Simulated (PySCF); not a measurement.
XPS shifts beside NMR shieldings

C₆H₁₂OSi₂.
Geometry (PBE0-D3(BJ)/def2-SVP, Å), atoms numbered from 1 in this order:
```xyz
21
C6H12OSi2 angstrom
C      4.1489    0.0280    1.2488
C      2.8598   -0.1809    0.6180
C      1.7772   -0.3512    0.0829
Si     0.1355   -0.6260   -0.6597
O     -0.0079    0.1172   -2.1592
Si    -1.3671    1.0908   -2.3367
C     -2.3105    0.6369   -0.7583
C     -1.2524    0.2508    0.2988
C     -1.8123   -0.5040    1.4978
H      4.7285   -0.9078    1.2849
H      4.7400    0.7719    0.6923
H      4.0289    0.3940    2.2804
H     -0.0863   -2.0953   -0.8008
H     -0.9677    2.5302   -2.3860
H     -2.0937    0.7504   -3.5944
H     -2.9481   -0.2376   -0.9854
H     -2.9865    1.4304   -0.3973
H     -0.7733    1.1815    0.6601
H     -2.2734   -1.4566    1.1893
H     -1.0253   -0.7400    2.2322
H     -2.5868    0.0830    2.0184
```

Binding energies: PySCF, delta-SCF UKS SCAN, pcX-2 on the ionised atom, pcseg-1 elsewhere, spin-free X2C. Shieldings: GIAO PBE0/pcSseg-1, non-relativistic, same geometry.

| atom | isotropic shielding (ppm) |
| --- | --- |
| C1 | 178.6 |
| C2 | 71.6 |
| C3 | 99.6 |
| C7 | 165.3 |
| C8 | 163.2 |
| C9 | 166.7 |

Task: What are the C 1s binding energies of these atoms?

Result: 
```tsv
atom	environment	C 1s (eV)	isotropic shielding (ppm)
C3	alkyne carbon	289.48	99.6
C8	sp3 carbon bound to silicon	290.00	163.2
C7	sp3 carbon bound to silicon	290.01	165.3
C2	alkyne carbon	290.34	71.6
C9	methyl carbon	290.48	166.7
C1	propargylic carbon	291.71	178.6
```

Task: Among the listed atoms, is the one with the highest binding energy also the least shielded?

Result: No. The highest binding energy is at C1 (291.71 eV, shielding 178.6 ppm), the lowest shielding at C2 (71.6 ppm, 290.34 eV).

Over these 6 sites the two quantities correlate at r = 0.45. By binding energy: C3 < C8 ≈ C7 < C2 < C9 < C1. By shielding: C2 < C3 < C8 < C7 < C9 < C1.

The unrestricted hole states depart most from a pure doublet (⟨S²⟩ = 0.75; over 0.85 named) for C 1s of C2 (0.86), which makes this value less certain. One conformer (not necessarily the lowest) at the PBE0-D3(BJ)/def2-SVP geometry, without solvent, vibrations or thermal averaging.
